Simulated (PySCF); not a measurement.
A structure optimised at PBE0-D3(BJ)/def2-SVP, used in a PySCF frequency run:

```xyz
10

Si     1.8220    -0.3534     0.2944
Cl     0.8269     0.1428    -1.5546
S      0.3176    -0.1170     1.7213
Al    -1.1414     0.1292     0.0200
O     -1.8981     1.6333    -0.2164
O     -1.9432    -1.2999    -0.4273
H      2.3227    -1.7344     0.0762
H      2.9504     0.6097     0.3820
H     -1.6129     2.4673     0.1575
H     -2.7397    -1.2980    -0.9606
```

### Question
Write its SMILES and formula.

### Answer
[OH][Al]([OH])[S][SiH2]Cl, AlClH₄O₂SSi

### Question
What are its rotational constants (standard atomic weights)?

### Answer
1.8831, 1.3144, 1.0279 GHz
